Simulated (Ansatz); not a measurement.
Two structures of CH3BrCl (charge -1), closed shell, reached by relaxing down either side of one saddle point (PBE0-D4/def2-TZVPD). Energies are electronic, without zero-point energy. Program: Ansatz 0.2.0. Basis: def2-TZVPPD and def2-QZVPPD. Cores are frozen in the correlated methods. Filled d shells of the heavier atoms are correlated. The def2 sets are not built for correlating such inner shells, so the correlated values are less sure here. Extrapolation: Hartree–Fock as exp(−7.88 √X), correlation as X^−2.97. First:

```xyz
6
angstrom
Cl -2.1327 -0.5159 0.4267
C -0.4062 -0.0983 0.0813
Br 2.7659 0.6690 -0.5535
H -0.1804 -0.3769 -0.9418
H -0.2738 0.9689 0.2183
H 0.2272 -0.6470 0.7689
```

Second:

```
6
angstrom
Cl -2.6007 -0.6291 0.5204
C 0.3287 0.0795 -0.0658
Br 2.2210 0.5372 -0.4444
H -0.0882 -0.3560 -0.9644
H -0.1820 0.9956 0.2006
H 0.3212 -0.6273 0.7536
```

Which bonds change from the first to the second?

[CH₃Cl ([CH3][Cl]) + Br]⁻ → [CH₃Br ([CH3][Br]) + Cl]⁻; bonds formed: C2–Br3; bonds broken: Cl1–C2.

Give the saddle point's structure and its height above each. (Judge from chemistry; the value comes from the calculation.)

The calculation gives: 64.5 kJ/mol above the first and 38.0 kJ/mol above the second (CCSD(T) at an estimated basis limit (MP2 extrapolated from triple and quadruple zeta, plus CCSD(T) − MP2 in triple zeta)).
Cl1  (-2.244, -0.543, 0.449)
C2  (0.009, 0.002, -0.002)
Br3  (2.300, 0.556, -0.460)
H4  (-0.131, -0.379, -0.994)
H5  (-0.229, 1.025, 0.216)
H6  (0.294, -0.661, 0.791)
(Å)

The T1 diagnostic stays at or below 0.015.

Labels in which every atom is bracketed show which atoms are joined, not bond orders.

For scale, one of the runs: CCSD(T)/def2-TZVPPD, 196 basis functions, launched by `ansatz run in.yaml --threads 4 --pin off --events-out ev --progress --plain --max-ram 9574MiB`. Hardware: 4 CPU threads of an Arm Neoverse V2, shared host. Wall time 45 s; peak host memory 2.3 GiB.
